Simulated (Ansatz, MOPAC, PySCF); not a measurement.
Noncovalent pair: SiH4 (SMILES [SiH4]) (first 5 atoms) with CH6Si (SMILES C[SiH3]); geometry from B3LYP-D3(BJ)/def2-TZVP, rigid monomers moved along the line of their centres of mass till Si1···H8 is 3.54 Å.
(charge 0, multiplicity 1):
```xyz
13

Si     0.01589    -0.30159     0.19160
H     -1.17820    -0.19755     1.05936
H     -0.36600    -0.03245    -1.21293
H      0.57666    -1.66818     0.29681
H      1.03144     0.68019     0.63078
C      0.82933    -0.69995     4.49546
Si    -0.38747     0.70683     4.74407
H      0.64710    -1.22300     3.55555
H      0.74368    -1.42877     5.30360
H      1.85568    -0.32907     4.48246
H     -0.21849     1.74271     3.69755
H     -0.17227     1.34318     6.06692
H     -1.78263     0.20742     4.68724
```

Monomers are frozen at their geometry in the pair; levels with a basis set take the counterpoise correction. Rows marked so take none.

Cores are frozen in the correlated methods. Rows in 3-21G, 6-311+G**, 6-31G*, LANL2DZ carry no dispersion term and start afresh at each structure (6-31G* with six Cartesian d functions). MP2/6-31G* freezes PySCF's default core. LANL2DZ brings its own core potentials from Na on. The state reached by AM1, PM3 isn't checked.

Codes used: Ansatz (a program for electronic structure) with Gaussian orbitals; MOPAC for AM1, PM3 (differences of heats of formation); PySCF for 3-21G rows, 6-311+G** rows, 6-31G* rows, LANL2DZ rows, the dispersion terms. Each number belongs to the level named beside it.

Other levels give for the interaction energy: PBE/def2-TZVPPD -10.8; B3LYP/def2-TZVPPD 18.3; B3LYP-D3(BJ)/def2-TZVPPD -46.1; wB97M-V/def2-TZVPPD -34.9; CCSD(T)/aug-cc-pV(D+d)Z -31.7 meV.

Common cheap choices:

```json
[
 {"level": "AM1", "interaction energy (meV)": "8.0"},
 {"level": "PM3", "interaction energy (meV)": "-3.2"},
 {"level": "HF/3-21G (no counterpoise)", "interaction energy (meV)": "-16.8"},
 {"level": "HF/6-31G* (no counterpoise)", "interaction energy (meV)": "8.1"},
 {"level": "B3LYP/6-311+G** (no counterpoise)", "interaction energy (meV)": "18.4"},
 {"level": "B3LYP/LANL2DZ (no counterpoise)", "interaction energy (meV)": "13.0"},
 {"level": "M06-2X/6-31G* (no counterpoise)", "interaction energy (meV)": "-35.8"},
 {"level": "MP2/6-31G* (no counterpoise)", "interaction energy (meV)": "-26.1"}
]
```
